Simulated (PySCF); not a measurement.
# Mn²⁺: ionisation energy

Mn²⁺ [Ar] 3d5 (6S) → Mn³⁺ [Ar] 3d4 (5D), as a difference of total energies. All numbers are calculated (PySCF 2.14, scalar relativity by spin-free X2C-1e, in aug-cc-pwCVTZ-DK with one added diffuse shell each of s, p, d, f, g type (11s10p8d5f4g, 152 functions)). Correlated levels: valence: [Ar] frozen; valence and next inner shell: [Ne] frozen; nothing frozen. The calculations carry no spin-orbit coupling.

| method | ionisation energy (eV) | plus first-order spin-orbit estimate | error of that sum (eV) |
| --- | --- | --- | --- |
| UHF | 32.352 | 32.274 | -1.394 |
| LDA | 34.448 | 34.370 | +0.702 |
| PBE | 34.056 | 33.978 | +0.310 |
| PBE0 | 33.874 | 33.795 | +0.127 |
| r2SCAN | 33.896 | 33.818 | +0.150 |
| MP2 (valence) | 33.230 | 33.152 | -0.516 |
| SCS-MP2 (valence) | 32.645 | 32.567 | -1.101 |
| MP2 (valence and next inner shell) | 33.875 | 33.797 | +0.129 |
| SCS-MP2 (valence and next inner shell) | 33.313 | 33.235 | -0.433 |
| MP2 (all electrons) | 33.905 | 33.827 | +0.159 |
| SCS-MP2 (all electrons) | 33.333 | 33.255 | -0.413 |

Reference: 33.668 ± 0.012 eV (measured; NIST Atomic Spectra Database, ionization energies).

A first-order spin-orbit estimate (lowest level to lowest level, LS coupling) adds -0.078 eV.
